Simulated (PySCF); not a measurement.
C₂H₄NO, SMILES CC([NH])=O, multiplicity 2. Geometry: ωB97X-D3(BJ)/def2-SVP. The isomer is the one that the SMILES or the coordinates give; other isomers of the formula were not compared. One conformer was computed; it need not be the lowest.

The numbers are results of ωB97X-D3(BJ)/def2-SVP run with PySCF, not measurements.

Harmonic wavenumbers (cm⁻¹): 90, 337, 411, 517, 567, 860, 966, 1021, 1163, 1311, 1402, 1446, 1456, 1698, 3083, 3176, 3214, 3481. Rotational constants (GHz): 11.87, 9.223, 5.380; symmetry number 1.

### Question
Work out the zero-point energy and the ideal-gas rigid-rotor harmonic-oscillator thermochemistry at 298.15 K and 1 atm.

### Answer
ZPE = ½ Σ hcν = ½ × 26198 cm⁻¹ = 37.45 kcal/mol. H − E(el) = 41.08 kcal/mol. Entropy in cal/(mol K): translation 38.10, rotation 23.82, vibration 7.42, spin 1.38, total 70.71. G − E(el) = 20.00 kcal/mol. Cp = 17.29 cal/(mol K). Modes under 150 cm⁻¹ make the vibrational entropy uncertain.
